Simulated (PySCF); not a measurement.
# Atomic charges against the basis set

C3H4BFO2.
Bonds: F1–C2, C2–C3 (double), C3–O4, O4–B5, B5–O6, O6–C7 (double), C2–C7. Hydrogens: H8 on C3; H9, H10 on B5; H11 on C7.

PBE0 throughout (PySCF), one geometry, spherical d and f functions. Geometry: PBE0-D3(BJ)/def2-SVP, one conformer, isolated molecule. Atoms taken as equivalent share a column and are averaged.

Mulliken charges (e):

```csv
basis,functions,F1,C2,C3/C7,O4/O6,B5,H8/H11,H9/H10
STO-3G,39,-0.069,+0.032,+0.074,-0.171,+0.147,+0.117,-0.074
6-31G,71,-0.314,+0.236,+0.167,-0.473,+0.319,+0.235,-0.049
pcSseg-0,71,-0.355,+0.131,+0.266,-0.593,+0.311,+0.288,-0.005
6-31G*,106,-0.314,+0.276,+0.123,-0.386,+0.244,+0.218,-0.058
cc-pVDZ,118,-0.160,-0.004,+0.210,-0.150,+0.096,+0.067,-0.093
def2-SVP,118,-0.203,+0.096,+0.189,-0.189,+0.112,+0.079,-0.082
aug-cc-pVDZ,197,-0.543,+0.612,+0.714,-0.548,-0.792,-0.360,+0.556
"6-311+G(2d,p)",213,-0.320,+0.285,+0.121,-0.351,+0.219,+0.157,-0.018
def2-TZVP,241,-0.185,+0.101,+0.128,-0.195,-0.014,+0.152,-0.035
cc-pVTZ,266,-0.154,+0.095,+0.083,-0.148,-0.015,+0.154,-0.052
IGLO-III,285,-0.240,+0.187,+0.194,-0.367,+0.294,+0.130,-0.078
pcSseg-2,308,-0.257,+0.123,+0.305,-0.378,+0.327,+0.082,-0.105
```

IAO charges (e):

| basis | functions | F1 | C2 | C3/C7 | O4/O6 | B5 | H8/H11 | H9/H10 |
| --- | --- | --- | --- | --- | --- | --- | --- | --- |
| STO-3G | 39 | -0.085 | +0.011 | +0.049 | -0.142 | -0.007 | +0.155 | -0.023 |
| 6-31G | 71 | -0.243 | +0.112 | +0.144 | -0.271 | +0.021 | +0.192 | -0.011 |
| pcSseg-0 | 71 | -0.232 | +0.100 | +0.152 | -0.264 | +0.018 | +0.185 | -0.016 |
| 6-31G* | 106 | -0.255 | +0.126 | +0.181 | -0.292 | +0.058 | +0.174 | -0.028 |
| cc-pVDZ | 118 | -0.256 | +0.124 | +0.179 | -0.285 | +0.039 | +0.175 | -0.023 |
| def2-SVP | 118 | -0.256 | +0.124 | +0.182 | -0.283 | +0.043 | +0.173 | -0.027 |
| aug-cc-pVDZ | 197 | -0.269 | +0.126 | +0.184 | -0.292 | +0.042 | +0.180 | -0.021 |
| 6-311+G(2d,p) | 213 | -0.270 | +0.126 | +0.185 | -0.294 | +0.045 | +0.180 | -0.022 |
| def2-TZVP | 241 | -0.270 | +0.128 | +0.186 | -0.296 | +0.050 | +0.179 | -0.024 |
| cc-pVTZ | 266 | -0.267 | +0.128 | +0.185 | -0.295 | +0.049 | +0.179 | -0.024 |
| IGLO-III | 285 | -0.270 | +0.127 | +0.185 | -0.295 | +0.049 | +0.180 | -0.023 |
| pcSseg-2 | 308 | -0.270 | +0.128 | +0.186 | -0.296 | +0.051 | +0.179 | -0.024 |

Some averages cover members that differ in this geometry, most widely: H9/H10, Mulliken in aug-cc-pVDZ +0.499 to +0.613; H9/H10, IAO in pcSseg-0 -0.034 to +0.001; H9/H10, IAO in 6-31G -0.029 to +0.006; H9/H10, IAO in pcSseg-2 -0.041 to -0.007 e.

Which scheme is steadiest as the basis changes?

Largest range over the bases for any column: IAO 0.19 e, Mulliken 1.12 e. IAO charges move least and Mulliken charges most, counted in e. Without the minimal STO-3G basis the ranges are IAO 0.04, Mulliken 1.12 e.

How much do the charges still move between the two largest bases, IGLO-III and pcSseg-2?

At most, over all atoms: Mulliken 0.111 e, IAO 0.002 e.

What do the same runs give for the total energy, the frontier levels and the dipole moment?

| basis | energy (Eh) | HOMO (eV) | LUMO (eV) | μ (D) |
| --- | --- | --- | --- | --- |
| STO-3G | -386.2581 | -4.23 | 0.08 | 3.18 |
| 6-31G | -391.3118 | -7.32 | -2.79 | 3.13 |
| pcSseg-0 | -390.5296 | -7.55 | -3.05 | 3.31 |
| 6-31G* | -391.4339 | -7.07 | -2.45 | 3.21 |
| cc-pVDZ | -391.4652 | -7.15 | -2.57 | 3.12 |
| def2-SVP | -391.1500 | -7.29 | -2.72 | 3.16 |
| aug-cc-pVDZ | -391.4899 | -7.32 | -2.78 | 3.01 |
| 6-311+G(2d,p) | -391.5596 | -7.36 | -2.80 | 3.01 |
| def2-TZVP | -391.5978 | -7.32 | -2.75 | 3.06 |
| cc-pVTZ | -391.5814 | -7.29 | -2.71 | 3.11 |
| IGLO-III | -391.6026 | -7.34 | -2.78 | 3.03 |
| pcSseg-2 | -391.5954 | -7.36 | -2.80 | 3.05 |

The dipole is fixed by the density alone, so its range of 0.30 D shows that the density itself changes with the basis, not only its division among atoms.
